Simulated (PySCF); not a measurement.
PySCF input file for Ga(Me)2(PH2) (C2H8GaP), SMILES [CH3][Ga]([CH3])[PH2], B3LYP-D3(BJ)/def2-SVP. Geometry: B3LYP-D3(BJ)/def2-SVP. The structure was generated by enumeration; whether it is a known compound was not checked. One conformer was computed; it need not be the lowest.

```python
import numpy as np
from pyscf import gto, scf, dft, df
from pyscf.hessian import thermo

mol = gto.M(
    atom='''
    Ga   -0.20812362    0.01623706   -0.25143097
    C    -1.64223453   -1.34506790   -0.42908762
    H    -1.81591946   -1.59875444   -1.48732587
    H    -2.58368303   -0.92238735   -0.03622325
    H    -1.42412218   -2.26686479    0.12996380
    C    -0.07897564    1.55679695   -1.49764353
    H     0.54953724    1.26669735   -2.35786216
    H     0.39056579    2.43258612   -1.02454648
    H    -1.06681243    1.84449150   -1.89092653
    P     1.25332909   -0.09098480    1.58118813
    H     2.40998941    0.32414170    0.85213567
    H     1.51960143   -1.48886151    1.45170999
    ''',
    basis='def2-SVP',
    charge=0,
    spin=0,
    max_memory=1600,
    verbose=3,
)
mf = dft.RKS(mol, xc='b3lyp').density_fit(auxbasis='def2-universal-jkfit')
mf.disp = 'd3bj'
mf.grids.level = 3
mf.conv_tol = 1e-11
mf.max_cycle = 100
mf.kernel()

# [left out here: the lines that compute and print the analytic Hessian (its translational invariance restored by hand, since the grid's response is missing), thermochemistry and intensities]
```

Program output:

```
converged SCF energy = -2346.92055313757

WARN: DFTD3 does not support analytical Hessian, using finite difference


WARN: Mole.unit (angstrom) is changed to Bohr

Mode                                 0                   1                   2
Irrep
Freq [cm^-1]                       16.1442             31.1893            106.3462
Reduced mass [au]                   1.0427              1.0354              3.5160
Force const [Dyne/A]                0.0002              0.0006              0.0234
Char temp [K]                      23.2279             44.8745            153.0085
Normal mode                   x     y     z       x     y     z       x     y     z
       0  Ga                 0.01 -0.00 -0.01   -0.00 -0.00 -0.01   -0.02 -0.04  0.01
       1   C                 0.01 -0.00  0.00   -0.01  0.00  0.03   -0.06  0.01 -0.09
       2   H                -0.33  0.31 -0.01   -0.26  0.21  0.02   -0.04  0.11 -0.12
       3   H                 0.13 -0.16  0.46    0.08 -0.10  0.35   -0.05  0.02 -0.08
       4   H                 0.23 -0.16 -0.34    0.14 -0.10 -0.20   -0.10 -0.04 -0.17
       5   C                 0.00 -0.00 -0.01    0.03  0.00  0.00    0.07  0.01  0.09
       6   H                -0.28 -0.12 -0.18    0.43  0.16  0.25    0.06  0.02  0.07
       7   H                 0.27 -0.09 -0.12   -0.36  0.12  0.17    0.12 -0.05  0.14
       8   H                -0.05  0.17  0.24    0.10 -0.25 -0.36    0.09  0.10  0.09
       9   P                -0.02  0.01  0.02   -0.00  0.00 -0.01    0.04  0.08 -0.03
      10   H                -0.01  0.00  0.03   -0.01  0.02 -0.00    0.01 -0.12 -0.19
      11   H                -0.02  0.00  0.03    0.01  0.01 -0.02   -0.05  0.04  0.21
Mode                                 3                   4                   5
Irrep
Freq [cm^-1]                      131.8062            142.1215            144.9065
Reduced mass [au]                   3.2820              1.1367              2.3296
Force const [Dyne/A]                0.0336              0.0135              0.0288
Char temp [K]                     189.6397            204.4812            208.4881
Normal mode                   x     y     z       x     y     z       x     y     z
       0  Ga                -0.04  0.04  0.04    0.01  0.02  0.01    0.03 -0.01  0.02
       1   C                 0.05 -0.05 -0.07    0.03 -0.00 -0.02   -0.06  0.09 -0.11
       2   H                 0.12  0.02 -0.10    0.04  0.03 -0.03   -0.05  0.23 -0.14
       3   H                -0.00 -0.19 -0.07    0.02 -0.04 -0.02   -0.02  0.15 -0.09
       4   H                 0.13 -0.08 -0.15    0.05 -0.02 -0.05   -0.17  0.00 -0.20
       5   C                 0.06 -0.06 -0.07   -0.07 -0.01 -0.03   -0.10 -0.06 -0.05
       6   H                 0.08 -0.21 -0.01   -0.04  0.02 -0.02   -0.09 -0.05 -0.04
       7   H                 0.11 -0.04 -0.15   -0.15  0.05 -0.07   -0.20  0.04 -0.13
       8   H                 0.10 -0.04 -0.15   -0.09 -0.11 -0.05   -0.15 -0.21 -0.06
       9   P                 0.04 -0.02 -0.02    0.01 -0.01  0.01    0.02  0.00  0.03
      10   H                -0.03  0.04 -0.09    0.13 -0.61 -0.14   -0.02  0.17  0.07
      11   H                 0.04 -0.01 -0.16   -0.48 -0.13  0.38    0.16  0.04 -0.08
Mode                                 6                   7                   8
Irrep
Freq [cm^-1]                      326.1596            511.7482            530.7187
Reduced mass [au]                  14.0686              1.1071              3.5415
Force const [Dyne/A]                0.8818              0.1708              0.5877
Char temp [K]                     469.2710            736.2918            763.5860
Normal mode                   x     y     z       x     y     z       x     y     z
       0  Ga                 0.04 -0.00  0.05   -0.01  0.01 -0.01    0.03 -0.00  0.03
       1   C                 0.03  0.03  0.01    0.01  0.02  0.01   -0.13 -0.11 -0.00
       2   H                 0.05  0.06 -0.00    0.12  0.08 -0.02   -0.05 -0.09 -0.02
       3   H                 0.03  0.03 -0.00   -0.06 -0.09 -0.04   -0.19 -0.21 -0.04
       4   H                 0.00  0.01 -0.01    0.06 -0.00 -0.05   -0.08 -0.12 -0.04
       5   C                 0.00 -0.03  0.03   -0.01 -0.02  0.03    0.02  0.12 -0.11
       6   H                -0.00 -0.05  0.03    0.01 -0.15  0.09    0.01  0.17 -0.13
       7   H                -0.01 -0.01 -0.00    0.03 -0.02 -0.03   -0.01  0.13 -0.09
       8   H                -0.01 -0.06  0.03    0.03 -0.01 -0.05    0.00  0.11 -0.07
       9   P                -0.09  0.01 -0.11    0.00 -0.01 -0.04   -0.01 -0.00 -0.02
      10   H                -0.08  0.02 -0.08    0.33  0.08  0.56    0.05  0.03  0.10
      11   H                -0.09  0.01 -0.07    0.28 -0.00  0.56    0.04  0.00  0.09
Mode                                 9                  10                  11
Irrep
Freq [cm^-1]                      569.5737            604.5878            627.9783
[...]
Reduced mass [au]                   1.0521              1.0520              1.0595
Force const [Dyne/A]                1.2587              1.2601              1.2793
Char temp [K]                    2050.1823           2051.5037           2059.6932
Normal mode                   x     y     z       x     y     z       x     y     z
       0  Ga                 0.00 -0.00  0.00    0.00  0.00  0.00   -0.00  0.00 -0.00
       1   C                 0.02 -0.03  0.05   -0.01  0.01  0.01   -0.02  0.03  0.01
       2   H                -0.47  0.21  0.06    0.04 -0.13  0.03    0.20 -0.36  0.07
       3   H                -0.17  0.20 -0.63    0.02  0.07 -0.01    0.08  0.15  0.10
       4   H                 0.40  0.00 -0.07    0.05 -0.07 -0.14    0.04 -0.18 -0.34
       5   C                 0.01 -0.01 -0.01    0.05  0.02  0.03    0.03 -0.03 -0.03
       6   H                 0.01 -0.07  0.02   -0.56 -0.20 -0.34    0.09 -0.21  0.10
       7   H                -0.14  0.06  0.01   -0.23 -0.03  0.36   -0.43  0.22 -0.02
       8   H                 0.01  0.12  0.08    0.19 -0.09 -0.44    0.01  0.42  0.32
       9   P                 0.00  0.00  0.00   -0.00 -0.00 -0.00   -0.00  0.00  0.00
      10   H                 0.00  0.00  0.00    0.00 -0.00 -0.00    0.00 -0.01 -0.00
      11   H                -0.01 -0.00 -0.00    0.01  0.00  0.01    0.00  0.00 -0.01
Mode                                21                  22                  23
Irrep
Freq [cm^-1]                     1434.9085           2372.3103           2387.7278
Reduced mass [au]                   1.0533              1.0348              1.0421
Force const [Dyne/A]                1.2778              3.4311              3.5006
Char temp [K]                    2064.5139           3413.2264           3435.4086
Normal mode                   x     y     z       x     y     z       x     y     z
       0  Ga                 0.00 -0.00 -0.00    0.00 -0.00 -0.00    0.00  0.00 -0.00
       1   C                 0.02 -0.02 -0.04   -0.00  0.00  0.00   -0.00 -0.00  0.00
       2   H                -0.07  0.38 -0.11    0.00  0.00 -0.00    0.00 -0.00 -0.00
       3   H                -0.05 -0.29  0.12   -0.00  0.00 -0.00    0.00  0.00  0.00
       4   H                -0.20  0.23  0.47    0.00 -0.00  0.00   -0.00 -0.00 -0.00
       5   C                 0.03 -0.02 -0.01   -0.00  0.00  0.00   -0.00 -0.00  0.00
       6   H                -0.10 -0.24 -0.02    0.00 -0.00  0.00   -0.00 -0.00  0.00
       7   H                -0.41  0.17  0.09    0.00 -0.00 -0.00    0.00 -0.00  0.00
       8   H                 0.07  0.30  0.11   -0.00 -0.00  0.00    0.00 -0.00 -0.00
       9   P                -0.00  0.00  0.00    0.02 -0.01 -0.01    0.01  0.03 -0.01
      10   H                -0.00  0.00 -0.00   -0.57 -0.22  0.34   -0.56 -0.20  0.35
      11   H                -0.00 -0.00 -0.00   -0.12  0.68  0.04    0.13 -0.68 -0.06
Mode                                24                  25                  26
Irrep
Freq [cm^-1]                     3020.8616           3021.9531           3104.9413
Reduced mass [au]                   1.0350              1.0349              1.0989
Force const [Dyne/A]                5.5650              5.5682              6.2419
Char temp [K]                    4346.3472           4347.9178           4467.3192
Normal mode                   x     y     z       x     y     z       x     y     z
       0  Ga                 0.00  0.00 -0.00    0.00 -0.00  0.00    0.00 -0.00 -0.00
       1   C                -0.04 -0.02 -0.00   -0.03 -0.01 -0.00    0.04 -0.05 -0.06
       2   H                 0.05  0.09  0.42    0.04  0.07  0.31    0.11  0.14  0.60
       3   H                 0.46 -0.22 -0.20    0.34 -0.16 -0.15   -0.56  0.25  0.23
       4   H                -0.09  0.31 -0.19   -0.07  0.23 -0.14   -0.04  0.20 -0.14
       5   C                -0.01 -0.02  0.02    0.01  0.02 -0.03   -0.01  0.01  0.01
       6   H                 0.23 -0.11 -0.31   -0.31  0.15  0.42    0.06 -0.03 -0.08
       7   H                 0.12  0.22  0.13   -0.17 -0.30 -0.18   -0.02 -0.04 -0.02
       8   H                -0.28  0.07 -0.10    0.39 -0.10  0.14    0.07 -0.02  0.03
       9   P                -0.00 -0.00  0.00    0.00  0.00  0.00    0.00 -0.00 -0.00
      10   H                -0.00 -0.00 -0.00   -0.00 -0.00 -0.00    0.00  0.00  0.00
      11   H                 0.00  0.00  0.00   -0.00  0.00 -0.00   -0.00  0.00  0.00
Mode                                27                  28                  29
Irrep
Freq [cm^-1]                     3106.4531           3132.8328           3135.6886
Reduced mass [au]                   1.0987              1.1042              1.1037
Force const [Dyne/A]                6.2470              6.3853              6.3940
Char temp [K]                    4469.4944           4507.4488           4511.5578
Normal mode                   x     y     z       x     y     z       x     y     z
       0  Ga                -0.00 -0.00  0.00   -0.00 -0.00 -0.00    0.00 -0.00  0.00
       1   C                -0.01  0.01  0.01   -0.00  0.00 -0.00    0.03 -0.05  0.07
       2   H                -0.02 -0.02 -0.09    0.00  0.00  0.00   -0.07 -0.12 -0.45
       3   H                 0.08 -0.04 -0.03    0.00 -0.00 -0.00   -0.13  0.05  0.07
       4   H                 0.01 -0.03  0.02    0.00 -0.01  0.00   -0.16  0.67 -0.41
       5   C                -0.06  0.05  0.04   -0.07 -0.04 -0.05   -0.00 -0.00 -0.00
       6   H                 0.38 -0.17 -0.53   -0.05  0.01  0.05    0.00 -0.00 -0.00
       7   H                -0.17 -0.29 -0.15    0.31  0.59  0.32    0.00  0.01  0.00
       8   H                 0.48 -0.13  0.20    0.53 -0.16  0.20    0.00 -0.00  0.00
       9   P                -0.00  0.00  0.00    0.00  0.00  0.00   -0.00 -0.00 -0.00
      10   H                -0.00  0.00 -0.00    0.00 -0.00 -0.00   -0.00  0.00  0.00
      11   H                -0.00 -0.00 -0.00   -0.00  0.00 -0.00   -0.00  0.00 -0.00
temperature 298.1500 [K]
pressure 101325.00 [Pa]
Rotational constants [GHz] 4.76773 2.47404 1.68229
Symmetry number 1
Zero-point energy (ZPE) 0.08761 [Eh]   230010.562 [J/mol]
                           tot       elec      trans        rot        vib
Entropy [J/mol/K]       406.686      0.000    169.716    113.741    123.228
Cv [J/mol/K]            117.679      0.000     12.472     12.472     92.735
Cp [J/mol/K]            125.993      0.000     20.786     12.472     92.735
Internal energy [J/mol]                      3718.434   3718.434 246198.236
Internal energy [Eh]   -2346.82395  -2346.92055
Enthalpy [J/mol]                             6197.391   3718.434 246198.236
Enthalpy [Eh]          -2346.82300
Gibbs free energy [J/mol]                  -44403.540 -30193.406 209457.695
Gibbs free energy [Eh] -2346.86919
mode   freq/cm-1   IR/(km/mol)
   1       16.14         0.017
   2       31.19         0.012
   3      106.35         5.606
   4      131.81         2.557
   5      142.12         1.043
   6      144.91         4.609
   7      326.16        14.990
   8      511.75         4.342
   9      530.72        29.808
  10      569.57        37.942
  11      604.59         1.477
  12      627.98         1.502
  13      705.46        28.422
  14      712.90        19.466
  15      771.97        94.202
  16     1094.20        28.861
  17     1211.96        10.066
  18     1214.95         1.239
  19     1424.95         0.422
  20     1425.87         0.909
  21     1431.56         0.607
  22     1434.91         4.559
  23     2372.31        44.445
  24     2387.73        59.306
  25     3020.86         8.099
  26     3021.95         5.644
  27     3104.94         6.751
  28     3106.45        10.781
  29     3132.83         6.878
  30     3135.69         7.562
max |gradient| / (hartree/bohr): 6.703634071679758e-05
APT charges: [ 1.0909 -0.353  -0.0114 -0.0101 -0.0011 -0.3626 -0.     -0.0021 -0.0138
 -0.1405 -0.0981 -0.0979]
```

Self-consistency was reached.
